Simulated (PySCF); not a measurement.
SiBr2Cl, SMILES Br[Si](Cl)Br, multiplicity 2. Atoms are numbered in the order given.

```xyz
4

Si     0.6100    -0.4300     0.0000
Br    -0.0779     0.6568     1.8380
Br    -0.0779     0.6568    -1.8380
Cl    -0.1816    -2.3504     0.0000
```
Charge 0, spin multiplicity 2.

The structure is a stationary point at B3LYP-D3(BJ)/def2-SVP.

Computed with PBE/def2-TZVP (PySCF).

ESP charges are fitted to the potential on shells at 1.4 to 2.0 van der Waals radii. Atomic charges (e):

```tsv
atom	meta-Löwdin	Mulliken	Löwdin	ESP fit	Mulliken spin
Si1	0.57	[?]	-0.63	0.12	0.66
Br2	-0.18	[?]	0.19	-0.03	0.12
Br3	-0.18	[?]	0.19	-0.03	0.12
Cl4	-0.22	[?]	0.24	-0.05	0.09
```

### Question
Fill in the missing entries. (The exact figures need the calculation; the answer reports its results.)

### Answer

- Si1, Mulliken: 0.42
- Br2, Mulliken: -0.13
- Br3, Mulliken: -0.13
- Cl4, Mulliken: -0.15

Computed Mayer and Wiberg (Löwdin basis) orders of the bonds:
| bond | Mayer | Wiberg |
|---|---|---|
| Si1–Br2 | 1.21 | 1.88 |
| Si1–Br3 | 1.21 | 1.88 |
| Si1–Cl4 | 1.22 | 1.92 |
